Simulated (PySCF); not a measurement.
Simulation results for B₂FHN, AlBFH₃O, CH₃B₂O, AlBH₃NO and others

Calculation on a computer-drawn molecule: optimised geometry and harmonic frequencies of an isolated molecule of the commonest isotopes, restricted reference for singlets and unrestricted otherwise, frozen core in MP2. Program: PySCF 2.14.0.

Common to all runs: method MP2.

```yaml
- entry: 1
  formula: B2FHN
  start_structure:
    atoms_angstrom:
      - [B, -0.772, 0.0214, -1.5633]
      - ["N", -0.3421, 1.0323, -0.9044]
      - [B, 0.0898, 2.048, -0.2425]
      - [F, 0.5066, 3.028, 0.3962]
      - [H, -1.1642, -0.9008, -2.1644]
  given:
    charge: 1
    multiplicity: 1
    basis: cc-pVDZ
    drawn_bonds_atom: [1, 2, 3, 1]
    drawn_bonds_other_atom: [2, 3, 4, 5]
    drawn_bonds_order: [2, 1, 1, 1]
  results:
    optimised_atom_element: [B, "N", B, F, H]
    "optimised_atom_x [angstrom]": [-0.7786, -0.3436, 0.09552, 0.5188, -1.174]
    "optimised_atom_y [angstrom]": [0.005892, 1.029, 2.061, 3.057, -0.9237]
    "optimised_atom_z [angstrom]": [-1.573, -0.9068, -0.2338, 0.4149, -2.179]
    "modes_frequency [cm^-1]": [118.1, 118.5, 460.2, 460.3, 767.2, 767.3, 837.6, 1646, 2098, 2934]
    "modes_reduced_mass [dalton]": [4.542, 4.545, 11.82, 11.82, 1.324, 1.324, 9.702, 7.073, 9.41, 1.166]
    "rotational_constants [GHz]": [3.875, 3.875]
    "total_energy [hartree]": -204.1339
    "convergence_status_largest_gradient_component [hartree/bohr]": 1.886e-06
- entry: 2
  formula: AlBFH3O
  start_structure:
    atoms_angstrom:
      - [O, 0.7679, -2.5025, 2.157]
      - [B, 1.2789, -1.5334, 1.3712]
      - [F, 2.4435, -1.8219, 0.7467]
      - [Al, 0.2874, 0.3688, 1.1291]
      - [H, 1.3015, -3.2888, 2.1763]
      - [H, -0.7803, 0.5887, -0.021]
      - [H, 0.6021, 1.5796, 2.1018]
  given:
    charge: 0
    multiplicity: 1
    basis: "cc-pV(D+d)Z"
    drawn_bonds_atom: [1, 2, 2, 1, 4, 4]
    drawn_bonds_other_atom: [2, 3, 4, 5, 6, 7]
    drawn_bonds_order: [1, 1, 1, 1, 1, 1]
  results:
    optimised_atom_element: [O, B, F, Al, H, H, H]
    "optimised_atom_x [angstrom]": [0.7423, 1.282, 2.46, 0.2889, 1.31, -0.781, 0.5988]
    "optimised_atom_y [angstrom]": [-2.495, -1.53, -1.829, 0.3646, -3.285, 0.5879, 1.577]
    "optimised_atom_z [angstrom]": [2.17, 1.368, 0.7393, 1.13, 2.169, -0.01669, 2.102]
    "modes_frequency [cm^-1]": [58.85, 150.2, 296.2, 344.1, 562.0, 565.2, 599.9, 665.9, 814.3, 1005, 1246, 1333, 1954, 1956, 3779]
    "modes_reduced_mass [dalton]": [1.08, 6.017, 1.522, 8.591, 4.137, 1.595, 1.227, 1.555, 1.082, 1.825, 3.198, 11.37, 1.027, 1.059, 1.064]
    "rotational_constants [GHz]": [9.7, 3.397, 2.612]
    "total_energy [hartree]": -443.2666
    "convergence_status_largest_gradient_component [hartree/bohr]": 2.302e-05
- entry: 3
  formula: CH3B2O
  start_structure:
    atoms_angstrom:
      - [C, 0.851, -0.0616, 1.5765]
      - [B, 2.3567, -0.0318, 1.8526]
      - [B, 3.4926, -0.181, 0.5889]
      - [O, 4.2819, -0.285, -0.2939]
      - [H, 0.4273, -0.1767, 0.5839]
      - [H, 0.1179, 0.0322, 2.3714]
      - [H, 2.7606, 0.0982, 2.9718]
  given:
    charge: 0
    multiplicity: 2
    basis: cc-pVDZ
    drawn_bonds_atom: [1, 2, 3, 1, 1, 2]
    drawn_bonds_other_atom: [2, 3, 4, 5, 6, 7]
    drawn_bonds_order: [1, 1, 2, 1, 1, 1]
  results:
    optimised_atom_element: [C, B, B, O, H, H, H]
    "optimised_atom_x [angstrom]": [0.8517, 2.364, 3.488, 4.294, 0.4265, 0.109, 2.755]
    "optimised_atom_y [angstrom]": [-0.06152, -0.03133, -0.1801, -0.2879, -0.1778, 0.03297, 0.1001]
    "optimised_atom_z [angstrom]": [1.577, 1.856, 0.5955, -0.3183, 0.5741, 2.378, 2.988]
    "modes_frequency [cm^-1]": [169.1, 212.2, 347.2, 474.3, 673.6, 737.3, 879.1, 881.3, 1072, 1230, 1488, 1934, 2679, 3195, 3297]
    "modes_reduced_mass [dalton]": [4.002, 1.223, 2.861, 4.879, 3.299, 1.373, 1.584, 1.318, 1.653, 2.623, 1.24, 12.19, 1.095, 1.056, 1.114]
    "rotational_constants [GHz]": [39.43, 3.707, 3.388]
    "total_energy [hartree]": -164.3139
    spin_squared: 0.757
    "convergence_status_largest_gradient_component [hartree/bohr]": 3.256e-05
- entry: 4
  formula: AlBH3NO
  start_structure:
    atoms_angstrom:
      - ["N", -2.7677, 2.1936, 0.7388]
      - [B, -1.8912, 1.3282, 0.7228]
      - [Al, -0.3943, -0.1532, 0.7464]
      - [O, 0.1964, -0.6558, -0.7524]
      - [H, -3.4688, 2.8867, 0.7356]
      - [H, 0.1744, -0.7876, 2.0725]
      - [H, 0.8581, -1.2995, -0.9425]
  given:
    charge: 0
    multiplicity: 1
    basis: "cc-pV(D+d)Z"
    drawn_bonds_atom: [1, 2, 3, 1, 3, 4]
    drawn_bonds_other_atom: [2, 3, 4, 5, 6, 7]
    drawn_bonds_order: [2, 1, 1, 1, 1, 1]
  results:
    optimised_atom_element: ["N", B, Al, O, H, H, H]
    "optimised_atom_x [angstrom]": [-2.779, -1.881, -0.3969, 0.1927, -3.493, 0.1862, 0.8784]
    "optimised_atom_y [angstrom]": [2.205, 1.318, -0.1498, -0.6494, 2.91, -0.7979, -1.323]
    "optimised_atom_z [angstrom]": [0.7457, 0.7199, 0.7311, -0.8004, 0.7504, 2.048, -0.8732]
    "modes_frequency [cm^-1]": [127.1, 201.9, 309.7, 410.4, 477.3, 495.9, 509.5, 525.8, 605.7, 715.5, 862.4, 1859, 1971, 3852, 3922]
    "modes_reduced_mass [dalton]": [4.948, 3.124, 6.528, 1.201, 6.605, 1.199, 1.325, 1.228, 1.12, 1.437, 4.158, 7.704, 1.045, 1.101, 1.067]
    "rotational_constants [GHz]": [22.16, 2.547, 2.284]
    "total_energy [hartree]": -398.2285
    "convergence_status_largest_gradient_component [hartree/bohr]": 1.217e-05
- entry: 5
  formula: AlBH3
  start_structure:
    atoms_angstrom:
      - [B, -0.833, -1.2906, 2.681]
      - [Al, -0.4471, -0.3787, 0.7969]
      - [H, -0.4109, -0.8188, 3.7046]
      - [H, -1.5915, -2.2192, 2.7845]
      - [H, 0.7411, -0.722, -0.2052]
  given:
    charge: 0
    multiplicity: 2
    basis: "cc-pV(D+d)Z"
    drawn_bonds_atom: [1, 1, 1, 2]
    drawn_bonds_other_atom: [2, 3, 4, 5]
    drawn_bonds_order: [1, 1, 1, 1]
  results:
    optimised_atom_element: [B, Al, H, H, H]
    "optimised_atom_x [angstrom]": [-0.8602, -0.06061, -0.4885, -1.701, 0.5687]
    "optimised_atom_y [angstrom]": [-1.302, -0.8106, -0.7239, -2.169, -0.424]
    "optimised_atom_z [angstrom]": [2.733, 0.9576, 3.727, 2.782, -0.4383]
    "modes_frequency [cm^-1]": [291.5, 339.2, 598.2, 661.5, 666.2, 1099, 1979, 2603, 2704]
    "modes_reduced_mass [dalton]": [1.043, 1.203, 1.3, 1.216, 5.234, 1.134, 1.047, 1.048, 1.128]
    "rotational_constants [GHz]": [225.4, 11.39, 10.85]
    "total_energy [hartree]": -268.4036
    spin_squared: 0.7632
    "convergence_status_largest_gradient_component [hartree/bohr]": 3.463e-05
```
